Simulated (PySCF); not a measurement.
Dipole moment and polarisability of `CC#C[C@H]1C[Si@@H](Cl)C1`

Compound: C6H9ClSi.
Cartesian coordinates in Å at the GFN2-xTB level; atoms count from 1:
```
atom  x, y, z in Å
C1     3.396   -0.678   -0.219
C2     1.967   -0.505   -0.367
C3     0.784   -0.372   -0.511
C4    -0.643   -0.181   -0.619
C5    -1.448   -0.823    0.543
Si6   -2.487    0.767    0.732
Cl7   -2.551    1.632    2.553
C8    -1.091    1.297   -0.456
H9     3.663   -1.723   -0.378
H10    3.709   -0.383    0.782
H11    3.925   -0.065   -0.949
H12   -0.990   -0.575   -1.577
H13   -1.945   -1.750    0.268
H14   -0.803   -1.038    1.394
H15   -3.837    0.734    0.177
H16   -0.309    1.894    0.014
H17   -1.347    1.780   -1.396
```

Level: wB97X-D/def2-SVPD (PySCF), static field, nuclei fixed, core orbitals frozen in the response. The polarisability tensor in these axes (au):

```
x   135.28 -13.02  -9.99
y   -13.02  91.21   6.14
z    -9.99   6.14  95.64
```

Question: Diagonalise the tensor; give its mean and Δα, where Δα² is half the sum of the squared differences of the eigenvalues.

Answer: Principal values 86.13, 94.39 and 141.61 au; mean 107.38 au = 15.91 Å³ = 17.70 × 10⁻⁴⁰ C²·m²/J; Δα = 51.84 au (48 % of the mean).

Question: What is the dipole moment, and where does it point?

Answer: (0.57, -0.61, -1.09) D, 1.37 D in size, pointing from the negative to the positive side. Measured along this direction, the outermost atoms are Cl7 at the negative end and H9 at the positive end.

Question: Find the Langevin capture rate constant for O2+ (31.990 u) meeting this molecule (144.016 u), k = 2.342 × 10⁻⁹ cm³/s × √(α in Å³ / reduced mass in u).

Answer: The reduced mass is 26.18 u, so k = 1.83 × 10⁻⁹ cm³/s. The formula leaves out the permanent dipole, which adds to the capture rate.

Question: In a dilute gas of rigid molecules at 250 K, how does the orientational term μ²/3kT compare with the electronic polarisability?

Answer: In Gaussian units μ²/3kT = 18.21 Å³ against 15.91 Å³, a ratio of 1.14; the Debye molar polarisation (4π/3)N_A(α + μ²/3kT) is 86.1 cm³/mol, leaving out the vibrational part.

Question: Refractivity n − 1 of an ideal gas of it at 273.15 K and 1 atm, from the electronic α?

Answer: N = p/kT = 2.6868 × 10¹⁹ cm⁻³, so n − 1 = 2π × N × 15.91 × 10⁻²⁴ cm³ = 2686 × 10⁻⁶ at long wavelengths, for an ideal gas.

Question: Give the eigenvalues of the traceless quadrupole moment Θ = ½Σq(3rr − r²1), origin at the centre of nuclear charge.

Answer: -7.01, -1.38, 8.39 D·Å. The values depend on the origin, since the dipole doesn't vanish. The electronic extent ⟨r²⟩ about the same centre is 2003 bohr², a root-mean-square distance of 2.72 Å for the 76 electrons.

Question: Estimate the molar refractivity from the static electronic polarisability.

Answer: Lorentz–Lorenz: R = (4π/3)N_A α = 2.5225 cm³/(mol·Å³) × 15.91 Å³ = 40.1 cm³/mol, in the limit of long wavelengths.

Geometry: GFN2-xTB, one conformer, isolated molecule.

The run behind these numbers computed excited states as well. The run took 2.0 min of wall time on an Arm Neoverse N1 with one thread, no GPU, shared host with 64 logical CPUs at a one-minute load of 59, and the process peaked at 1.1 GiB of memory.
